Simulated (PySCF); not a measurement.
## Shapes and spin states of BrCuN

Level of theory: PBE0 in PySCF with Cu def2-TZVP, N def2-TZVP, Br def2-TZVP; no relativity; density-fitted integrals.

Relaxations began from a few typed shapes and spin states; open shells are unrestricted. The search is not exhaustive: other isomers or separated fragments can lie lower, and high-lying points may rest on an excited occupation.

Task: Which is the lowest minimum found?
A. broken-symmetry Ms = 1/2 (⟨S²⟩ 1.65) Cs: Cu–Br 2.216 Å, Cu–N 1.780 Å; Br–Cu–N 151.1°
B. quartet C∞v: Cu–Br 2.232 Å, Cu–N 1.762 Å; Br–Cu–N 180.0°

Result: B. The others lie at 49.0 (broken-symmetry Ms = 1/2 Cs) kJ/mol above it.

Formally Cu is in oxidation state +4, d7, with 3 unpaired electrons (the high-spin count). The Mulliken spin on Cu is 0.44, so most of the spin sits on the ligands and the formal count fails. The polar-tensor charge on Cu, 0.38, is far below the formal one.

For the lowest minimum: other spin states or occupations of the open shell can lie lower.
